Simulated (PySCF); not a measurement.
# Excitation energy of Pt²⁺ by level of theory

Pt²⁺ [Xe] 4f14 5d8 (3F) → Pt²⁺ [Xe] 4f14 5d7 6p1 (high-spin determinant), as a difference of total energies. Calculation: PySCF 2.14, in x2c-TZVPPall (11s7p7d3f1g, 97 functions); scalar relativity by spin-free X2C-1e. Correlated levels: valence: [Xe] 4f14 frozen. The calculations carry no spin-orbit coupling.

```csv
method,excitation energy (eV)
UHF,10.443
MP2 (valence),11.237
SCS-MP2 (valence),11.490
CCSD (valence),11.104
CCSD(T) (valence),11.115
```

Q: How much does correlation contribute at CCSD(T) (valence)?

A: 11.115 − (10.443) = 0.672 eV, measured against UHF.

A first-order spin-orbit estimate (lowest level to lowest level, LS coupling) adds 0.379 eV.

The basis was made for the ground configuration and has no added diffuse functions, so the excitation energy can come out too high.

The determinant of the upper state mixes LS terms, which raises its energy above the lowest term, most at the Hartree-Fock and MP2 levels.
